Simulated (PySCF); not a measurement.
C₄H₇NSi, SMILES C#CC(=C)[SiH2]N. Atoms are numbered in the order given.

```xyz
13

C     -1.2201     2.2895     0.6346
C     -1.0849     1.1053     0.3925
C     -0.8238    -0.2607     0.0708
C     -1.7113    -1.2472     0.3180
Si     0.8670    -0.6277    -0.7173
N      2.2425    -0.1201     0.2048
H     -1.3663     3.3298     0.8545
H     -2.6883    -1.0505     0.7718
H     -1.4793    -2.2867     0.0670
H      0.9349     0.0906    -2.0202
H      0.9181    -2.1067    -0.8998
H      2.4737     0.8692     0.2243
H      2.4128    -0.5374     1.1158
```
Charge 0, spin multiplicity 1.

Geometry: B3LYP-D3(BJ)/def2-SVP. This is a generated structure with no PubChem entry under its InChIKey; it may be hypothetical. The values are those of a single conformer.

The numbers are results of TDA-PBE/def2-SVPD run with PySCF, not measurements.

Vertical excitations. Isolated molecule, no solvent.

```json
[
 {"state": "S1", "energy (eV)": "4.01", "λ (nm)": "309", "f": "0.012", "main pairs": "HOMO→LUMO 86 %, HOMO−1→LUMO 13 %"},
 {"state": "S2", "energy (eV)": "4.65", "λ (nm)": "266", "f": "0.006", "main pairs": "HOMO−2→LUMO 99 %"},
 {"state": "S3", "energy (eV)": "5.34", "λ (nm)": "232", "f": "0.137", "main pairs": "HOMO−1→LUMO 54 %"},
 {"state": "S4", "energy (eV)": "5.70", "λ (nm)": "218", "f": "0.007", "main pairs": "HOMO→LUMO+1 91 %"},
 {"state": "S5", "energy (eV)": "5.82", "λ (nm)": "213", "f": "0.002", "main pairs": "HOMO−1→LUMO+1 53 %, HOMO→LUMO+2 42 %"},
 {"state": "S6", "energy (eV)": "5.92", "λ (nm)": "209", "f": "0.021", "main pairs": "HOMO−1→LUMO+2 52 %, HOMO→LUMO+2 25 %, HOMO−1→LUMO+1 12 %"},
 {"state": "S7", "energy (eV)": "6.01", "λ (nm)": "206", "f": "0.038", "main pairs": "HOMO−3→LUMO 74 %"},
 {"state": "S8", "energy (eV)": "6.02", "λ (nm)": "206", "f": "0.041", "main pairs": "HOMO−1→LUMO+2 44 %, HOMO−1→LUMO+1 16 %, HOMO→LUMO+2 15 %, HOMO−2→LUMO+2 9 %"},
 {"state": "S9", "energy (eV)": "6.40", "λ (nm)": "194", "f": "0.022", "main pairs": "HOMO−2→LUMO+1 69 %, HOMO−2→LUMO+2 11 %"},
 {"state": "S10", "energy (eV)": "6.50", "λ (nm)": "191", "f": "0.008", "main pairs": "HOMO−4→LUMO 58 %, HOMO→LUMO+3 20 %, HOMO−5→LUMO 13 %"},
 {"state": "T1", "energy (eV)": "3.28", "λ (nm)": "378", "f": "0", "main pairs": "HOMO−1→LUMO 75 %, HOMO→LUMO 23 %"},
 {"state": "T2", "energy (eV)": "3.80", "λ (nm)": "327", "f": "0", "main pairs": "HOMO→LUMO 76 %, HOMO−1→LUMO 23 %"},
 {"state": "T3", "energy (eV)": "4.44", "λ (nm)": "279", "f": "0", "main pairs": "HOMO−2→LUMO 97 %"},
 {"state": "T4", "energy (eV)": "5.26", "λ (nm)": "236", "f": "0", "main pairs": "HOMO−3→LUMO 25 %, HOMO−2→LUMO+2 19 %, HOMO→LUMO+2 17 %, HOMO−1→LUMO+1 13 %"}
]
```
Triplets are in the Tamm–Dancoff approximation.
